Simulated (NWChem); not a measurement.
Species: CH$_{3}$BeFS; SMILES C[S][Be][F]

```xyz
7

Be     0.0716    -1.0365    -0.0003
F     -0.4185    -2.3396    -0.0011
S      0.7721     0.7263     0.0012
C     -0.7756     1.7114     0.0032
H     -1.3750     1.5305    -0.8990
H     -0.4704     2.7661     0.0098
H     -1.3794     1.5206     0.9002
```
Atoms are numbered in this order, from 1.

All runs: NWChem. STO-3G and 3-21G are far too small for this property and stand as cheap habits. Coordinates come from a PBE0/def2-SVP optimisation. B3LYP is NWChem's, with the RPA form of VWN correlation. Field at 589 nm.

For level B3LYP/def2-SVPD:

* **isotropic polarisability (bohr³)**: 50.1
* **anisotropy (bohr³)**: 14.2

Task: Estimate the same quantities for level B3LYP/STO-3G.

Result: 
* **isotropic polarisability (bohr³)**: 23.5
* **anisotropy (bohr³)**: 22.6
